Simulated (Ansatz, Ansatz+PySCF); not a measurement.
| atom | x (Å) | y (Å) | z (Å) |
| --- | --- | --- | --- |
| C | 0.0000 | 0.0000 | 0.0000 |
| H | 0.6340 | 0.6340 | 0.6340 |
| H | 0.6340 | -0.6340 | -0.6340 |
| H | -0.6340 | 0.6340 | -0.6340 |
| H | -0.6340 | -0.6340 | 0.6340 |

Basis set: def2-SVP (spherical functions). Left uncorrelated: 1 orbital. Charge 0, multiplicity 1.

Computed with Ansatz (development build ahead of 0.2.0); each method stands on the lowest determinant of its kind that the runs found. Restricted open shells among the atoms or ions are ROHF, correlated in semicanonical orbitals with singles. Restricted functionals stand beside restricted open-shell atoms, which can lie above the unrestricted atoms usual in DFT and then raise those values.

(1) Give the atomization energy at this shape (free ground-state atoms in the same class of orbitals less the molecule, no zero-point energy) of singlet CH₄ by ωB97X (restricted), ωB97X (unrestricted), r²SCAN (restricted), r²SCAN (unrestricted), PBE0 (unrestricted), PBE0 (restricted), PBE (restricted), PBE (unrestricted), RHF-CCSD(T), RHF-MP2, RHF, UHF.

Results:

(1)

```tsv
method	atomization energy
ωB97X (restricted)	419.83 kcal/mol
ωB97X (unrestricted)	418.17 kcal/mol
r²SCAN (restricted)	420.75 kcal/mol
r²SCAN (unrestricted)	418.98 kcal/mol
PBE0 (unrestricted)	418.38 kcal/mol
PBE0 (restricted)	419.40 kcal/mol
PBE (restricted)	420.70 kcal/mol
PBE (unrestricted)	419.92 kcal/mol
RHF-CCSD(T)	404.62 kcal/mol
RHF-MP2	400.60 kcal/mol
RHF	333.03 kcal/mol
UHF	330.48 kcal/mol
```
